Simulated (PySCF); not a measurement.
Ga(OH)3 (GaH₃O₃), SMILES [OH][Ga]([OH])[OH]. Heavy atoms are numbered as in [Ga:1]([OH:2])([OH:4])[OH:6]. Hydrogens are named by the atom that carries them.

The structure is a stationary point at B3LYP-D3(BJ)/def2-SVP. One conformer was computed; it need not be the lowest.

Method: ωB97X/def2-TZVP (PySCF).

ESP charges are fitted to the potential on shells at 1.4 to 2.0 van der Waals radii. Atomic charges (e), one atom of each kind:

```tsv
atom	ESP fit	Mulliken	Löwdin
Ga1	1.14	0.70	0.09
O2 (OH)	-0.82	-0.56	-0.21
H on O2	0.44	0.33	0.18
```
